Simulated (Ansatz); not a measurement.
H$_{2}$Cl$_{2}$NTi (SMILES [NH2][Ti+]([Cl])[Cl]), charge +1, singlet, geometry from GFN2-xTB (such geometries of metal compounds can be far from the true shape) (the multiplicity is a formal guess), atoms displaced at random by about 0.08 Å a coordinate; B3LYP/STO-3G, gradient (Ansatz, a quantum-chemistry and plane-wave program).

Ansatz was given this input:
Ansatz 0.2 input:
```yaml
crystal:
  periodic: [false, false, false]
  atoms:
    - {symbol: Ti, position_ang: [-0.09307533, 0.10781517, 0.71077270]}
    - {symbol: Cl, position_ang: [-0.72570262, -1.44693358, -0.92471371]}
    - {symbol: Cl, position_ang: [0.16695655, 1.79354296, -0.51720783]}
    - {symbol: N, position_ang: [1.46694079, -0.43473334, 1.33513586]}
    - {symbol: H, position_ang: [2.15600322, 0.27987062, 1.45457943]}
    - {symbol: H, position_ang: [1.82818957, -1.33133618, 1.39662579]}
basis:
  gaussian:
    orbitals: STO-3G
hamiltonian:
  xc: b3lyp
total_charge: 1
output: {forces: true}
```

The log (banner, timings and long lists left out):

```
Functional definition: B3LYP
535 factors; integrals over basis functions are off by at most 1.5e-4 eV
mean field evaluation 1: about -49141.1415 eV, gradient 4.8e1 eV
mean field evaluation 2: about -48901.7413 eV, gradient 2.6e2 eV
mean field evaluation 4: about -49150.1999 eV, gradient 1.1e1 eV
mean field evaluation 8: about -49150.6284 eV, gradient 3.2e-1 eV
mean field -49150.62879692 eV, -1806.2522927942 hartree, gradient 1.9e-5 eV, S^2 0.000000; 0 other end points of the search recorded, 0 dependent functions left out
the calculation of the forces begins
reference -49150.62899594 eV, -1806.2523001080 hartree; 32, 32 occupied and 11, 11 virtual orbitals, 535 factors
Total energy: -49150.62899594 eV, -1806.2523001080 hartree
Atom 0 at    -0.093075     0.107815     0.710773 Å, force    -3.049841    -2.980930    -4.121401 eV/Å
Atom 1 at    -0.725703    -1.446934    -0.924714 Å, force     0.689198     2.149980     2.979233 eV/Å
Atom 2 at     0.166957     1.793543    -0.517208 Å, force     0.132658     1.239260    -0.053468 eV/Å
Atom 3 at     1.466941    -0.434733     1.335136 Å, force    -2.405795     2.444111     0.155815 eV/Å
Atom 4 at     2.156003     0.279871     1.454579 Å, force     2.511345     1.647991     0.577342 eV/Å
Atom 5 at     1.828190    -1.331336     1.396626 Å, force     2.122435    -4.500412     0.462479 eV/Å
Dipole moment:     0.139608     0.080633     1.426870 e Å
```
